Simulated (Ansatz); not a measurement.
Cost and result for the atomization energy of `N[SiH2]S[SiH](N)F` (13 atoms, 12 bonds).

| atom | x (Å) | y (Å) | z (Å) |
| --- | --- | --- | --- |
| N1 | -0.068 | 1.947 | 1.431 |
| Si2 | -1.405 | 1.249 | 0.629 |
| S3 | -0.973 | 0.211 | -1.215 |
| Si4 | 0.617 | -0.987 | -0.504 |
| N5 | 0.823 | -2.246 | -1.615 |
| F6 | 1.934 | -0.086 | -0.332 |
| H7 | 0.550 | 2.570 | 0.935 |
| H8 | 0.450 | 1.386 | 2.089 |
| H9 | -2.023 | 0.307 | 1.592 |
| H10 | -2.360 | 2.290 | 0.186 |
| H11 | 0.380 | -1.519 | 0.857 |
| H12 | 1.490 | -2.985 | -1.466 |
| H13 | 0.584 | -2.136 | -2.586 |

Total charge 0; spin multiplicity 1. All single points use the PBE0-D4/def2-TZVP geometry. It is one conformer, not always the lowest. Program: Ansatz. All runs use 2 threads of an AMD EPYC 7R13 on a shared host and a share of an NVIDIA H100 80 GB. Times are those of one run each, without the atoms' runs, and a repeat can differ threefold. Electronic energies, without spin–orbit coupling; frozen cores. CCSD(T)/CBS adds CCSD(T) − MP2 in def2-TZVPP to the MP2 limit, and its time is that of the two runs behind it. T1 = 0.011. B3LYP takes the VWN-RPA correlation (the form of Gaussian; ORCA's B3LYP/G).

CCSD(T)/CBS is a level of theory with its own doubt, some kJ/mol a heavy atom from the limit and from the frozen cores, so smaller differences don't rank the functionals.

| level | functions | wall time |
| --- | --- | --- |
| PBE0-D4/def2-TZVPP | 317 | 1.7 s |
| r2SCAN-D4/def2-TZVPP (with forces) | 317 | 2 s |
| PBE-D4/def2-TZVPP (with forces) | 317 | 2.1 s |
| B2PLYP/def2-TZVPP | 317 | 2.1 s |
| ωB97X-V/def2-TZVPP | 317 | 2.3 s |
| B3LYP-D4/def2-TZVPP (with forces) | 317 | 2.3 s |
| ωB97M-V/def2-TZVPP (with forces) | 317 | 3 s |
| MP2/def2-QZVPP | 591 | 3.3 s |
| CCSD(T)/def2-TZVPP | 317 | 4 s |
| CCSD(T)/CBS(def2) | – | 7.3 s |

Task: What atomization energy does each give, and how far from CCSD(T)/CBS? (An estimate is asked.)

Result: Ansatz gave: 
```
                             level  atomization (kcal/mol)  difference from CCSD(T)/CBS  per bond
                PBE0-D4/def2-TZVPP                  1080.6                        -11.9      -1.0
r2SCAN-D4/def2-TZVPP (with forces)                  1086.5                         -6.0      -0.5
   PBE-D4/def2-TZVPP (with forces)                  1098.9                          6.4       0.5
                 B2PLYP/def2-TZVPP                  1074.1                        -18.4      -1.5
                ωB97X-V/def2-TZVPP                  1098.1                          5.6       0.5
 B3LYP-D4/def2-TZVPP (with forces)                  1088.7                         -3.8      -0.3
  ωB97M-V/def2-TZVPP (with forces)                  1096.1                          3.6       0.3
                    MP2/def2-QZVPP                  1094.1                          1.6       0.1
                CCSD(T)/def2-TZVPP                  1054.0                        -38.5      -3.2
                 CCSD(T)/CBS(def2)                  1092.5                          0.0       0.0
```

From PBE to PBE0 (25 % exact exchange), in def2-TZVPP and without D4, the atomization energy moves by −17.1 kcal/mol: exact exchange takes away binding that semilocal exchange gives to molecules. In def2-TZVPP, CCSD(T) changes the Hartree–Fock value by +284.7 kcal/mol (the triples alone add +16.3 kcal/mol) and MP2 by +301.6 kcal/mol; breaking electron pairs costs correlation energy, which Hartree–Fock lacks. The D4 term adds +13.9 kcal/mol with B3LYP and +7.4 kcal/mol with PBE0; it sums over pairs of atoms, weighted by their polarisabilities, and B3LYP, whose exchange is more repulsive, gets the larger term.
